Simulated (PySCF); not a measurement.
# How methods differ on the excitation energy of Se

Se [Ar] 3d10 4s2 4p4 (3P) → Se [Ar] 3d10 4s1 4p5 (3P), as a difference of total energies. Computed with PySCF 2.14 in aug-cc-pVTZ-PP with one added diffuse shell each of s, d, f type with ECP10MDF (7s5p5d3f, 68 functions), with a scalar-relativistic core potential. Correlated levels: valence: 3s2 3p6 3d10 frozen. The calculations carry no spin-orbit coupling.

```
           method  excitation energy (eV)
              UHF                  11.736
              LDA                  10.865
              PBE                  10.745
             PBE0                  11.023
           r2SCAN                  10.881
        CAM-B3LYP                  11.244
             BP86                  10.738
          r2SCANh                  10.969
           B2PLYP                  10.931
    MP2 (valence)                  10.855
SCS-MP2 (valence)                  10.744
```

**Question.** How much does correlation contribute at MP2 (valence)?

**Answer.** 10.855 − (11.736) = -0.881 eV, measured against UHF.

The upper state lies above the first ionisation limit, where it may autoionise and the basis confines it.
